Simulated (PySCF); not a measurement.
C3H8OSi, SMILES C=C[SiH2]OC (GFN2-xTB optimised geometry):

```
13

C      2.646    -0.726     0.000
C      1.324    -0.726     0.000
Si     0.286     0.836     0.000
O     -1.214     0.214    -0.006
C     -2.425     0.898    -0.001
H      3.208     0.194    -0.002
H      3.232    -1.632     0.001
H      0.805    -1.677     0.002
H      0.510     1.670     1.190
H      0.518     1.677    -1.184
H     -2.518     1.521     0.892
H     -2.514     1.541    -0.881
H     -3.232     0.164    -0.011
```

Calculation: B3LYP/def2-TZVP (PySCF).

Q: What are the frontier orbital energies and the dipole moment?

A: HOMO-2 -8.33 eV, HOMO-1 -7.91 eV, HOMO -7.59 eV, LUMO -0.56 eV, LUMO+1 0.14 eV; dipole moment 0.54 D.

Meta-Löwdin charges at B3LYP/def2-TZVP: C1 -0.22, C2 -0.35, Si3 0.91, O4 -0.62, C5 -0.10, H6 0.11, H7 0.12, H8 0.13, H9 -0.14, H10 -0.14, H11 0.10, H12 0.10, H13 0.12.
